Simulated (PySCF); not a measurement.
**Basis-set dependence of population analyses: `[SiH3]OC1=CCC1`**

C4H8OSi.
Structure used (PBE0-D3(BJ)/def2-SVP), in Å, numbered top down from 1:
```xyz
14
C4H8OSi angstrom
Si     2.392   -0.136    0.452
O      0.914    0.656    0.272
C     -0.260    0.019    0.206
C     -0.683   -1.259    0.265
C     -2.130   -0.850    0.086
C     -1.620    0.623    0.020
H      2.609   -1.073   -0.689
H      2.408   -0.902    1.733
H      3.419    0.937    0.462
H     -0.193   -2.226    0.392
H     -2.798   -1.059    0.937
H     -2.617   -1.201   -0.839
H     -1.963    1.277    0.838
H     -1.783    1.136   -0.941
```

PBE0 throughout (PySCF), one geometry, spherical d and f functions. Isolated species at its PBE0-D3(BJ)/def2-SVP geometry (one conformer only). Atoms taken as equivalent share a column and are averaged. The first 7 of 10 kinds of atom are listed.

Mulliken charges (e):

```tsv
basis	functions	Si1	O2	C3	C4	C5	C6	H7/H8/H9
STO-3G	42	+0.670	-0.333	+0.075	-0.154	-0.141	-0.154	-0.109
6-31G	74	+0.792	-0.750	+0.234	-0.110	-0.386	-0.328	-0.109
pcSseg-0	74	+0.762	-0.827	+0.152	-0.134	-0.563	-0.409	-0.075
6-31G*	104	+0.569	-0.602	+0.345	-0.211	-0.366	-0.392	-0.072
cc-pVDZ	128	+0.422	-0.390	+0.110	-0.146	-0.016	-0.015	-0.051
def2-SVP	128	+0.550	-0.438	+0.175	-0.253	+0.009	-0.027	-0.077
aug-cc-pVDZ	214	-0.245	-0.932	+0.381	+0.458	+0.712	+0.401	+0.268
6-311+G(2d,p)	218	+0.631	-0.598	+0.317	-0.014	-0.328	-0.466	-0.053
def2-TZVP	240	+0.282	-0.330	+0.155	-0.292	-0.120	-0.165	-0.019
cc-pVTZ	296	+0.269	-0.268	+0.187	-0.295	-0.111	-0.169	-0.027
IGLO-III	299	+0.934	-0.496	+0.145	-0.189	-0.159	-0.216	-0.162
```

IAO charges (e):

```tsv
basis	functions	Si1	O2	C3	C4	C5	C6	H7/H8/H9
STO-3G	42	+0.777	-0.397	+0.089	-0.228	-0.246	-0.266	-0.121
6-31G	74	+0.684	-0.522	+0.179	-0.265	-0.258	-0.280	-0.085
pcSseg-0	74	+0.683	-0.515	+0.172	-0.264	-0.267	-0.288	-0.083
6-31G*	104	+0.825	-0.560	+0.202	-0.259	-0.240	-0.269	-0.124
cc-pVDZ	128	+0.814	-0.554	+0.203	-0.266	-0.241	-0.270	-0.121
def2-SVP	128	+0.833	-0.553	+0.199	-0.262	-0.235	-0.265	-0.127
aug-cc-pVDZ	214	+0.817	-0.564	+0.204	-0.274	-0.246	-0.275	-0.120
6-311+G(2d,p)	218	+0.851	-0.573	+0.204	-0.272	-0.248	-0.276	-0.129
def2-TZVP	240	+0.863	-0.575	+0.206	-0.273	-0.248	-0.277	-0.132
cc-pVTZ	296	+0.847	-0.571	+0.206	-0.272	-0.248	-0.278	-0.128
IGLO-III	299	+0.860	-0.575	+0.205	-0.273	-0.249	-0.277	-0.131
```

Hirshfeld charges (e):

```json
{"basis": "STO-3G", "functions": "42", "Si1": "+0.456", "O2": "-0.182", "C3": "+0.040", "C4": "-0.123", "C5": "-0.017", "C6": "-0.023", "H7/H8/H9": "-0.075"}
{"basis": "6-31G", "functions": "74", "Si1": "+0.391", "O2": "-0.231", "C3": "+0.064", "C4": "-0.106", "C5": "-0.059", "C6": "-0.059", "H7/H8/H9": "-0.063"}
{"basis": "pcSseg-0", "functions": "74", "Si1": "+0.412", "O2": "-0.211", "C3": "+0.064", "C4": "-0.107", "C5": "-0.061", "C6": "-0.064", "H7/H8/H9": "-0.069"}
{"basis": "6-31G*", "functions": "104", "Si1": "+0.376", "O2": "-0.203", "C3": "+0.066", "C4": "-0.099", "C5": "-0.060", "C6": "-0.062", "H7/H8/H9": "-0.068"}
{"basis": "cc-pVDZ", "functions": "128", "Si1": "+0.385", "O2": "-0.184", "C3": "+0.064", "C4": "-0.098", "C5": "-0.067", "C6": "-0.071", "H7/H8/H9": "-0.072"}
{"basis": "def2-SVP", "functions": "128", "Si1": "+0.392", "O2": "-0.188", "C3": "+0.068", "C4": "-0.100", "C5": "-0.068", "C6": "-0.073", "H7/H8/H9": "-0.073"}
{"basis": "aug-cc-pVDZ", "functions": "214", "Si1": "+0.397", "O2": "-0.208", "C3": "+0.063", "C4": "-0.099", "C5": "-0.081", "C6": "-0.084", "H7/H8/H9": "-0.069"}
{"basis": "6-311+G(2d,p)", "functions": "218", "Si1": "+0.402", "O2": "-0.210", "C3": "+0.058", "C4": "-0.099", "C5": "-0.076", "C6": "-0.079", "H7/H8/H9": "-0.071"}
{"basis": "def2-TZVP", "functions": "240", "Si1": "+0.392", "O2": "-0.202", "C3": "+0.064", "C4": "-0.098", "C5": "-0.077", "C6": "-0.081", "H7/H8/H9": "-0.070"}
{"basis": "cc-pVTZ", "functions": "296", "Si1": "+0.389", "O2": "-0.197", "C3": "+0.067", "C4": "-0.098", "C5": "-0.076", "C6": "-0.080", "H7/H8/H9": "-0.070"}
{"basis": "IGLO-III", "functions": "299", "Si1": "+0.390", "O2": "-0.202", "C3": "+0.062", "C4": "-0.101", "C5": "-0.080", "C6": "-0.084", "H7/H8/H9": "-0.068"}
```

ESP-fitted charges (e):

```csv
basis,functions,Si1,O2,C3,C4,C5,C6,H7/H8/H9
STO-3G,42,+0.497,-0.344,+0.376,-0.302,-0.089,-0.356,-0.081
6-31G,74,+0.617,-0.549,+0.505,-0.441,+0.016,-0.433,-0.096
pcSseg-0,74,+0.731,-0.565,+0.535,-0.474,-0.050,-0.471,-0.128
6-31G*,104,+0.466,-0.383,+0.395,-0.394,-0.015,-0.388,-0.078
cc-pVDZ,128,+0.399,-0.344,+0.378,-0.398,+0.022,-0.375,-0.064
def2-SVP,128,+0.474,-0.383,+0.409,-0.418,+0.038,-0.383,-0.081
aug-cc-pVDZ,214,+0.406,-0.359,+0.416,-0.423,+0.032,-0.422,-0.068
"6-311+G(2d,p)",218,+0.405,-0.363,+0.423,-0.434,+0.035,-0.440,-0.066
def2-TZVP,240,+0.414,-0.355,+0.423,-0.431,+0.032,-0.425,-0.071
cc-pVTZ,296,+0.419,-0.347,+0.405,-0.420,+0.029,-0.411,-0.073
IGLO-III,299,+0.405,-0.353,+0.412,-0.428,+0.041,-0.418,-0.068
```

Some averages cover members that differ in this geometry, most widely: H7/H8/H9, ESP-fitted in aug-cc-pVDZ -0.078 to -0.047; H7/H8/H9, ESP-fitted in 6-311+G(2d,p) -0.077 to -0.046; H7/H8/H9, ESP-fitted in IGLO-III -0.079 to -0.048; H7/H8/H9, ESP-fitted in pcSseg-0 -0.139 to -0.109 e.

Problem. Which scheme is steadiest as the basis changes?

Solution. Largest range over the bases for any column: Hirshfeld 0.08 e, IAO 0.18 e, ESP-fitted 0.33 e, Mulliken 1.28 e. Hirshfeld charges move least and Mulliken charges most, counted in e. Without the minimal STO-3G basis the ranges are Hirshfeld 0.05, IAO 0.18, ESP-fitted 0.33, Mulliken 1.28 e.

Problem. How much do the charges still move between the two largest bases, cc-pVTZ and IGLO-III?

Solution. At most, over all atoms: Mulliken 0.665 e, IAO 0.013 e, Hirshfeld 0.005 e, ESP-fitted 0.014 e.

Problem. What do the same runs give for the total energy, the frontier levels and the dipole moment?

Solution. 
```
        basis  energy (Eh)  HOMO (eV)  LUMO (eV)  μ (D)
       STO-3G    -515.2790      -3.48       4.54   1.30
        6-31G    -521.3951      -6.19       0.42   1.10
     pcSseg-0    -520.6352      -6.52       0.52   1.00
       6-31G*    -521.5072      -6.20       0.46   0.66
      cc-pVDZ    -521.5391      -6.32       0.50   0.61
     def2-SVP    -521.2723      -6.42       0.60   0.60
  aug-cc-pVDZ    -521.5544      -6.44      -0.14   0.52
6-311+G(2d,p)    -521.6082      -6.47      -0.14   0.55
    def2-TZVP    -521.6311      -6.46       0.12   0.49
      cc-pVTZ    -521.6250      -6.44       0.24   0.49
     IGLO-III    -521.6351      -6.46       0.26   0.48
```

The dipole is fixed by the density alone, so its range of 0.82 D shows that the density itself changes with the basis, not only its division among atoms.
